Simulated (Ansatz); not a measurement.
Total energies of Ga3N3H12, a cluster cut from wurtzite GaN (hydrogen-capped) from Ansatz at PBE0-D4/def2-SVP, gas phase (1 Eh = 27.2114 eV = 2625.5 kJ/mol). The reference geometry is relaxed at PBE0-D4/def2-SVP.

Cartesian coordinates in Å:
```
N 0.903 -0.500 -1.501
Ga 0.374 1.435 -1.400
N 0.231 1.710 0.584
Ga -0.223 -1.924 -0.642
N -0.303 -1.281 1.260
Ga -0.978 0.559 1.701
H 0.905 -0.726 -2.499
H 1.880 -0.611 -1.225
H 1.630 2.269 -1.880
H -1.062 1.577 -2.014
H 1.162 1.748 1.001
H -0.126 2.663 0.698
H 0.649 -3.242 -0.634
H -1.668 -1.828 -1.246
H 0.592 -1.446 1.723
H -0.944 -1.923 1.733
H -2.433 0.690 1.131
H -0.589 0.830 3.210
```

```
                 state   geometry  energy (Eh)
      charge 0 singlet  reference  -5944.36187
     charge -1 doublet  reference  -5944.30443
 free N atom (quartet)          –    -54.47898
free Ga atom (doublet)          –  -1924.30552
 free H atom (doublet)          –     -0.50029
```

Q: Work out the vertical electron affinity, to the doublet.

A: E(charge 0 singlet) − E(charge -1 doublet) = -5944.36187 − (-5944.30443) = -0.05744 Eh = -1.56 eV; negative, so the extra electron isn't bound. The basis lacks diffuse functions, which makes affinities too small.

Q: What is the binding energy per atom against free atoms?

A: Atoms: 3 × (-54.47898) + 3 × (-1924.30552) + 12 × (-0.50029) = -5942.35698 Eh. Binding: -5942.35698 − (-5944.36187) = 2.00489 Eh = 54.56 eV, or 3.03 eV for each of 18 atoms (no zero-point energy, no counterpoise term).

At PBE0-D4/def2-SVP the highest occupied level of the charge -1 doublet lies above zero (up to 2.90 eV). By energy differences it is unbound by 1.56 eV (vertical, to the charge 0 singlet, at PBE0-D4/def2-SVP) and held by the finite basis.
